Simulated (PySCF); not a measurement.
C7H11S (doublet state).
Cartesian coordinates in Å at the GFN2-xTB level; atoms count from 1:
```xyz
19
C7H11S angstrom
C     -1.208    1.404    1.247
C     -0.598    0.415    0.290
C      0.622    0.863   -0.498
C      1.328   -0.413   -0.814
S      2.856   -0.461   -1.629
C      0.881   -1.542    0.052
C     -0.436   -1.048    0.610
C     -1.453   -0.606   -0.403
H     -2.036    0.951    1.786
H     -0.468    1.742    1.972
H     -1.581    2.275    0.708
H      1.241    1.535    0.114
H      0.349    1.417   -1.405
H      2.656    0.640   -2.358
H      0.775   -2.470   -0.520
H      1.591   -1.748    0.866
H     -0.774   -1.463    1.549
H     -2.496   -0.661   -0.130
H     -1.260   -0.821   -1.444
```

The hyperfine couplings belong to this conformer and change with its torsions.

As a line formula: `C[C@@]12C[C](S)C[C@@H]1C2` [radical].

Method: UKS B3LYP, pcH-1 on C H S, non-relativistic, mean-field spin-orbit, GIAO (PySCF). Isolated species at its GFN2-xTB geometry (one conformer only). Couplings are sensitive to structure, and on GFN2-xTB geometries they can be far from those on DFT ones. Stability of the SCF solution: not tested.

The largest Mulliken spin populations are on C4 (+0.83), S5 (+0.12), C6 (-0.07) and C3 (-0.06). C4 is the only atom above +0.15. The angles at C4 add up to 356.3°, so it is nearly planar.

Question: How do the β-proton couplings of this frozen conformer go with θ, the angle between the C–H bond and the normal to the plane of the spin centre's three neighbours, both seen down the bond from centre to carbon?

Answer: 
```tsv
β H	on	centre	θ (°)	cos²θ	a (G)
H12	C3	C4	21	0.87	+35.53
H13	C3	C4	39	0.61	+23.18
H15	C6	C4	39	0.61	+23.31
H16	C6	C4	21	0.87	+37.88
```

Couplings in gauss use g_iso = 2.0040.
